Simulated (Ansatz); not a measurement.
System: CdCl, charge 0, doublet. CdCl (parent SMILES [Cd][Cl], doublet).
B3LYP-D3(BJ)/def2-TZVP minimum from Ansatz (a program for electronic structure):
```xyz
2

Cd     0.0000     0.0000    -0.6275
Cl     0.0000     0.0000     1.7717
```
Charge 0, spin multiplicity 2.

Total energies in def2-TZVPP, 19 correlated electrons, 9 frozen orbitals. UHF or UKS for unpaired electrons; spin-orbit terms are left out. Cores are frozen in correlated methods (noble-gas shells, and filled d and f shells in the p block). Past Kr the def2 sets carry scalar-relativistic core potentials. The spin of CdCl (parent SMILES [Cl][Cd], doublet) was assumed, and the state is the lowest solution found for it.

```json
[
 {"method": "HF", "program": "Ansatz", "energy (Eh)": "-626.42121", "minus CCSDT(Q) (mEh)": "618.19"},
 {"method": "MP2", "program": "Ansatz", "energy (Eh)": "-627.03038", "minus CCSDT(Q) (mEh)": "9.02"},
 {"method": "CCSD", "program": "Ansatz", "energy (Eh)": "-627.01775", "minus CCSDT(Q) (mEh)": "21.66"},
 {"method": "CCSD(T)", "program": "Ansatz", "energy (Eh)": "-627.03896", "minus CCSDT(Q) (mEh)": "0.44"},
 {"method": "CCSDT(Q)", "program": "Ansatz", "energy (Eh)": "-627.03940", "minus CCSDT(Q) (mEh)": "0.00"}
]
```

Rough core times of Ansatz's runs on a shared machine: CCSD(T) 50 s, CCSDT(Q) 60 min.
